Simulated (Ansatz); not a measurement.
This geometry of a periodic cell of 17 atoms, LiTa16 (host Ta, host structure bcc, interstitial Li) is a first-order saddle point.

All numbers below come from DFT LDA, scalar-relativistic, plane waves, PAW in Ansatz. Settings: cutoff 420 eV, k mesh 3x3x3, fermi-dirac smearing 0.15 eV, no spin polarisation.

```xyz
17
Lattice="6.6200 0.0000 0.0000 0.0000 6.6200 0.0000 0.0000 0.0000 6.6200" Properties=species:S:1:pos:R:3
Ta 0.007 -0.077 -0.002
Ta 3.372 0.063 -0.002
Ta 0.340 3.652 -0.002
Ta -0.014 -0.065 3.308
Ta 1.594 1.657 1.630
Ta 3.231 3.319 -0.002
Ta 3.225 -0.084 3.307
Ta 4.837 1.528 1.938
Ta -0.011 3.300 3.308
Ta 1.716 5.027 1.700
Ta 1.594 1.657 4.985
Ta 3.244 3.297 3.308
Ta 4.966 4.905 1.630
Ta 4.836 1.528 4.677
Ta 1.716 5.027 4.916
Ta 4.966 4.905 4.985
Li 5.494 2.186 -0.003
```

**Question.** Which two structures does it join? (They come from a converged band through this point; their orientation in space is the band's.)

**Answer.** The atom that moves furthest is Li17, by 1.16 Å; four of its nearest neighbours are Ta14 2.16, Ta3 2.16, Ta6 2.17, Ta8 2.17 Å at the first end and Ta3 2.16, Ta14 2.16, Ta8 2.17, Ta1 2.17 Å at the last.

Initial state:

```xyz
17
Lattice="6.6200 0.0000 0.0000 0.0000 6.6200 0.0000 0.0000 0.0000 6.6200" Properties=species:S:1:pos:R:3
Ta -0.035 0.051 -0.002
Ta 3.349 0.052 -0.002
Ta 0.269 3.481 -0.002
Ta 0.040 -0.077 3.307
Ta 1.656 1.669 1.663
Ta 3.045 3.479 -0.002
Ta 3.273 -0.077 3.307
Ta 4.966 1.488 1.919
Ta 0.012 3.297 3.308
Ta 1.657 5.043 1.691
Ta 1.656 1.669 4.953
Ta 3.301 3.296 3.308
Ta 4.967 4.914 1.616
Ta 4.966 1.485 4.695
Ta 1.657 5.043 4.925
Ta 4.967 4.915 5.000
Li 4.968 2.483 -0.005
```

Final state:

```xyz
17
Lattice="6.6200 0.0000 0.0000 0.0000 6.6200 0.0000 0.0000 0.0000 6.6200" Properties=species:S:1:pos:R:3
Ta 0.166 -0.262 -0.001
Ta 3.364 0.041 -0.002
Ta 0.172 3.583 -0.001
Ta -0.015 -0.007 3.308
Ta 1.602 1.659 1.616
Ta 3.362 3.277 -0.002
Ta 3.232 -0.036 3.307
Ta 4.798 1.657 1.919
Ta -0.015 3.324 3.308
Ta 1.733 4.970 1.692
Ta 1.602 1.659 4.999
Ta 3.233 3.352 3.307
Ta 4.980 4.968 1.663
Ta 4.794 1.657 4.694
Ta 1.732 4.970 4.924
Ta 4.980 4.968 4.952
Li 5.792 1.665 -0.006
```

**Question.** How far does it lie above each of them?

**Answer.** 0.064 eV above the first and 0.064 eV above the second. This is the barrier of this one path; another mechanism may lie lower. Limits of this set-up: coarse k mesh, a small cell, in which the defect meets its images, a typed lattice constant that wasn't relaxed here.

Time of the run: 11 min on 4 threads of Intel(R) Xeon(R) Platinum 8375C CPU @ 2.90GHz (Ice Lake) (shared host), peak memory 3.6 GiB.
